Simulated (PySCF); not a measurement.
Broadened absorption spectrum of [C7H13]+

C₇H₁₃ (charge +1).
SMILES: `C=C[C+](C)C(C)C`

Computed, not measured: TDDFT B3LYP/def2-SVPD, vertical, gas phase, core orbitals frozen in the response (PySCF 2.14.0, density-fitted response routines). Geometry: GFN2-xTB, one conformer, isolated ion. Torsions of this conformer, `[CH2:1]=[CH:2][C+:3]([CH3:4])[CH:5]([CH3:6])[CH3:7]`: C1–C2–C3–C4 10°, C2–C3–C5–C6 -79°.

Broadening: Gaussians 0.25 eV wide at half height, area fixed by f = 4.319×10⁻⁹ ∫ε dν̃. The width is an assumption, not a result. The curve ends short of the highest state used, and states not computed would add to its high-energy end.

E (eV), ε (L mol⁻¹ cm⁻¹) and a bar:
```
     3.98          0 
     4.01          0 
     4.04          1 
     4.07          4 
     4.10         11 
     4.13         28 
     4.17         97 
     4.20        228 
     4.23        501 #
     4.26       1026 #
     4.29       1950 ###
     4.32       3435 #####
     4.35       5603 ########
     4.38       8458 ############
     4.41      11813 #################
     4.44      15270 ######################
     4.48      19090 ###########################
     4.51      20685 ##############################
     4.54      20855 ##############################
     4.57      19639 ############################
     4.60      17365 #########################
     4.63      14518 #####################
     4.66      11573 #################
     4.69       8871 #############
     4.72       6583 #########
     4.75       4745 #######
     4.78       3319 #####
     4.82       1963 ###
     4.85       1299 ##
     4.88        917 #
     4.91        833 #
     4.94       1099 ##
     4.97       1808 ###
     5.00       3078 ####
     5.03       4997 #######
     5.06       7553 ###########
     5.09      10564 ###############
     5.12      13653 ####################
     5.16      16987 ########################
     5.19      18251 ##########################
     5.22      18142 ##########################
     5.25      16724 ########################
     5.28      14369 #####################
     5.31      11633 #################
     5.34       9068 #############
     5.37       7064 ##########
     5.40       5777 ########
     5.43       5139 #######
     5.47       4911 #######
     5.50       4866 #######
     5.53       4699 #######
     5.56       4310 ######
     5.59       3706 #####
     5.62       2967 ####
     5.65       2206 ###
     5.68       1521 ##
```

Problem. Where are the band maxima, and which computed states make them?

Solution. 274 nm (4.53 eV), ε about 21000, made up of S2 (95%); 238 nm (5.20 eV), ε about 18000, made up of S4 (100%) (ε in L mol⁻¹ cm⁻¹; maxima over ε = 5, shares over 10%). The states used: S1 4.35 eV (f 0.0004); S2 4.52 eV (f 0.185); S3 4.69 eV (f 0.031); S4 5.20 eV (f 0.170); S5 5.46 eV (f 0.0086); S6 5.53 eV (f 0.035); S7 6.09 eV (f 0.023); S8 6.28 eV (f 0.055).

Problem. What would ε be at 4.53 eV, the highest of these maxima, with half the width (0.125 eV)?

Solution. About 39300 L mol⁻¹ cm⁻¹ against 21000, a factor of about 1.9; a lone state at its own centre would give exactly 2.

Problem. On this curve, what absorbance would a 10⁻³ mol/L sample give at 254 nm over a 1 cm path?

Solution. 254 nm is 4.881 eV, where ε is about 910 L mol⁻¹ cm⁻¹, so A = ε c l ≈ 0.91 (Beer–Lambert, with the gas-phase spectrum and the assumed width).

Problem. Coming from long wavelengths, where does ε first pass 100 L mol⁻¹ cm⁻¹?

Solution. At about 297 nm (4.17 eV), 0.18 eV below S1.
